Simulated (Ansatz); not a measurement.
C2H8O2Ti (`[CH3][Ti]([CH3])([OH])[OH]`) from Hartree–Fock to CCSD(T)

Z-matrix (Å, degrees):
```
C
Ti 1 2.068
H 1 1.095 2 109.5
H 1 1.095 2 109.5 3 120.0
H 1 1.094 2 110.8 3 -120.0
C 2 2.068 1 105.3 3 -60.0
O 2 1.779 1 108.0 3 55.2
O 2 1.779 1 108.0 3 -175.2
H 6 1.094 2 110.8 1 180.0
H 6 1.095 2 109.5 1 -60.0
H 6 1.095 2 109.5 1 59.9
H 7 0.954 2 153.6 1 123.5
H 8 0.954 2 153.5 1 -123.4
```

Total charge 0; spin multiplicity 1. Correlated methods include outer-core shells of Ti, which these sets cover unevenly. Scalar relativity is left out up to krypton. All single points use the PBE0-D4/def2-TZVP geometry. It is one conformer, not always the lowest. Frozen core, restricted reference, Ansatz.

```json
{"basis": "def2-SVP", "HF (Eh)": "-1078.30853", "MP2 corr.": "-0.98536"}
{"basis": "def2-TZVPP", "HF (Eh)": "-1078.71414", "MP2 corr.": "-1.28582"}
{"basis": "def2-QZVPP", "HF (Eh)": "-1078.74024", "MP2 corr.": "-1.38408"}
```

**Question.** Estimate the CCSD correlation energy and the (T) correction in each basis where they were run (hartree).

**Answer.** 
```
     basis  CCSD corr.       (T)
  def2-SVP    -1.02523  -0.03933
def2-TZVPP    -1.31371  -0.06234
```
